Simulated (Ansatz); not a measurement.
`N#C[SiH2]CF` → `[CH]F` + `N#C[SiH3]` at 400 K and 1 bar (formal loss of a carbene).

Gas-phase electronic energies from Ansatz, PBE0-D4/def2-TZVP geometries. CCSD(T)/CBS is the MP2 limit (def2-TZVPP, def2-QZVPP) plus CCSD(T) − MP2 in def2-TZVPP, frozen cores. This one scheme is used for every species. Each species was taken in one conformer, which may not be the lowest.

| species | CCSD(T)/CBS energy (Eh) | H − E (kJ/mol) | S (J/(mol·K)) |
| --- | --- | --- | --- |
| `N#C[SiH2]CF` | -522.05904 | 175.7 | 367.4 |
| `[CH]F` | -138.29972 | 46.3 | 233.5 |
| `N#C[SiH3]` | -383.61554 | 107.3 | 285.5 |

H − E and S are ideal-gas, rigid-rotor, harmonic terms from PBE0-D4/def2-TZVP, for one conformer and one mirror image of each species. 1 Eh = 2625.50 kJ/mol, R = 8.31446 J/(mol·K).

By hand: ΔE, ΔH, ΔS and ΔG.

ΔE = (-138.29972) + (-383.61554) − (-522.05904) = 0.14378 Eh = 377.5 kJ/mol. Δ(H − E) = 46.3 + 107.3 − 175.7 = -22.1, so ΔH = 355.4 kJ/mol. ΔS = 233.5 + 285.5 − 367.4 = 151.6 J/(mol·K). ΔG = 355.4 − 400 × (151.6)/1000 = 294.8 kJ/mol.

By hand: the equilibrium constant, and the temperature at which ΔG would vanish if ΔH and ΔS stayed fixed.

log₁₀ K = −ΔG/(RT ln 10) = -38.5. ΔG = 0 at ΔH/ΔS = 2344 K.

The number of gas molecules changes by +1, which sets the sign of ΔS. A doubt of 5 kJ/mol in ΔE shifts log₁₀ K by 0.7 here. Other conformers and mirror images would add mixing entropy, several J/(mol·K) or more a flexible species. These are equilibria of isolated gas molecules and say nothing of rates. Largest T1 diagnostic: 0.018 (customary marks: 0.02 for closed shells, 0.045 for open ones).
